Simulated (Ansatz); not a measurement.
The cluster AlCu₂⁺, relaxed as a singlet with RKS PBE-D4/def2-TZVP in Ansatz, starting from the GFN1-xTB geometry. Force threshold 0.02 eV/Å.

The restricted singlet is unstable towards broken spin symmetry in Hartree–Fock (as tested in another run); at PBE-D4/def2-TZVP this wasn't settled. Another isomer (singlet) lies 0.62 eV lower at PBE0-D4/def2-TZVP; other spin states weren't run for this one.

Start:

```xyz
3

Cu   -0.138   -0.315    0.181
Cu   -1.125    1.017    1.700
Al    1.263   -0.702   -1.881
```

Q: Estimate the energy that the relaxation releases and the steps that it takes.

A: 0.35 eV, in 10 steps; 14 s on 2 threads of Arm Neoverse V2 on a shared host. No frequencies were taken in this run, so the end may be a saddle point.

Q: Does the start keep its bonding and symmetry?

A: Bonds formed: Cu2–Al3 (atoms count from 1). Point group Cs at the start, Cs at the end, both within 0.05 Å.

Q: Predict the relaxed structure.

A: 
```tsv
atom	x (Å)	y (Å)	z (Å)
Cu1	-0.446	-1.199	0.575
Cu2	-0.507	1.059	0.804
Al3	0.953	0.140	-1.378
```
Bond lengths (bridged metal pairs left out): 2 × Al–Cu 2.75 to 2.78 Å; 1 × Cu–Cu 2.27 Å.
